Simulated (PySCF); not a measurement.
Geometry:
```json
{"atom": "C1", "x (Å)": "3.815", "y (Å)": "-0.041", "z (Å)": "0.021"}
{"atom": "C2", "x (Å)": "2.375", "y (Å)": "0.038", "z (Å)": "0.013"}
{"atom": "C3", "x (Å)": "1.173", "y (Å)": "0.114", "z (Å)": "-0.005"}
{"atom": "C4", "x (Å)": "-0.234", "y (Å)": "0.159", "z (Å)": "0.037"}
{"atom": "N5", "x (Å)": "-0.951", "y (Å)": "0.786", "z (Å)": "-0.800"}
{"atom": "C6", "x (Å)": "-2.343", "y (Å)": "0.620", "z (Å)": "-0.485"}
{"atom": "C7", "x (Å)": "-2.431", "y (Å)": "-0.140", "z (Å)": "0.864"}
{"atom": "C8", "x (Å)": "-0.988", "y (Å)": "-0.587", "z (Å)": "1.122"}
{"atom": "H9", "x (Å)": "4.180", "y (Å)": "-0.309", "z (Å)": "-0.970"}
{"atom": "H10", "x (Å)": "4.146", "y (Å)": "-0.792", "z (Å)": "0.739"}
{"atom": "H11", "x (Å)": "4.236", "y (Å)": "0.926", "z (Å)": "0.300"}
{"atom": "H12", "x (Å)": "-2.811", "y (Å)": "0.066", "z (Å)": "-1.305"}
{"atom": "H13", "x (Å)": "-2.814", "y (Å)": "1.606", "z (Å)": "-0.446"}
{"atom": "H14", "x (Å)": "-3.119", "y (Å)": "-0.981", "z (Å)": "0.804"}
{"atom": "H15", "x (Å)": "-2.775", "y (Å)": "0.528", "z (Å)": "1.653"}
{"atom": "H16", "x (Å)": "-0.619", "y (Å)": "-0.319", "z (Å)": "2.112"}
{"atom": "H17", "x (Å)": "-0.847", "y (Å)": "-1.662", "z (Å)": "0.987"}
```

Geometry: GFN2-xTB; GIAO shifts from PySCF, gas phase, non-relativistic, averaged over equivalent atoms.

At HCTH407/def2-SVP (157 basis functions, 21 s wall time on 1 thread of an Arm Neoverse V2, shared host):
| atoms | δ (ppm) |
| --- | --- |
| C4 | 147.7 |
| C2 | 89.7 |
| C3 | 75.8 |
| C6 | 65.4 |
| C8 | 42.8 |
| C7 | 24.0 |
| C1 | 5.2 |
| N5 | 357.3 |
| H12/H13 | 4.20 |
| H16/H17 | 2.58 |
| H9/H10/H11 | 2.03 |
| H14/H15 | 1.65 |

Scale: 13C (σref 192.11), 1H (σref 31.76) against TMS; 15N (σref 269.15) against NH3 (reference shieldings calculated alike).

Problem. Predict the values at PBE0/pcSseg-1 on the same geometry.

Solution. 
| atoms | δ at PBE0/pcSseg-1 | change |
| --- | --- | --- |
| C4 | 161.2 | +13.5 |
| C2 | 99.7 | +10.0 |
| C3 | 82.9 | +7.1 |
| C6 | 67.2 | +1.8 |
| C8 | 44.4 | +1.6 |
| C7 | 24.1 | +0.1 |
| C1 | 5.6 | +0.4 |
| N5 | 399.2 | +41.9 |
| H12/H13 | 4.37 | +0.17 |
| H16/H17 | 2.62 | +0.04 |
| H9/H10/H11 | 2.23 | +0.20 |
| H14/H15 | 1.85 | +0.20 |

References, each an isolated molecule treated in the same way: 13C (σref 186.93) and 1H (σref 31.72) vs TMS; 15N (σref 267.73) vs NH3.

The largest change is at N5 (imine nitrogen). Cost: 181 basis functions, 27 s wall time on 1 thread of an Arm Neoverse V2, shared host. The order of the carbon signals is the same at both levels.

Experimental scales use liquid or dissolved standards, which lie at an offset from isolated NH3 (liquid NH3: subtract about 20 ppm). Unscaled 15N shifts of sp2 nitrogen often come out too high even then, by a few to some tens of ppm.
